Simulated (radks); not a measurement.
Valence configurations of the rhenium ion Re2+ (all share [Xe]). Calculated with a radial shooting solver on a logarithmic mesh with Libxc functionals: Dirac Kohn-Sham, BLYP, spin-unpolarised, spherical densities, point nucleus; open shells fill j = l - 1/2 first. Energies are relative to 4f14 5d5; eigenvalues in eV.

valence           E (eV)  e(4f5/2)  e(4f7/2)  e(5d3/2)  e(5d5/2)  e(6p1/2)
4f14 5d5           0.000   -59.583   -57.071   -21.686   -20.721         -
4f14 5d4 6s1       1.089   -62.673   -60.160   -23.795         -         -
4f14 5d4 6p1       7.176   -63.827   -61.314   -24.776         -   -15.728
4f13.5 5d5.5      19.207   -64.524   -61.964   -22.492   -21.466         -
4f13 5d5.5 6s0.5  41.464   -71.181   -68.572   -24.402   -23.279         -
4f13 5d5 6p1      48.937   -73.994   -71.384   -26.541   -25.368   -16.061
4f13 5d4 6s1 6p1  52.485   -77.477   -74.864   -28.903         -   -16.903
4f12 5d7          89.686   -80.001   -77.293   -24.864   -23.651         -
4f12 5d5 6p2      110.97   -89.339   -86.627   -31.731   -30.345   -17.738
4f11.5 5d7 6s0.5  119.40   -87.100   -84.341   -26.866   -25.555         -

NIST lists [Xe] 4f14 5d5 as the ground configuration; this level of theory agrees among the configurations tried. The energies are those of spherical spin-averaged densities, not of single terms.
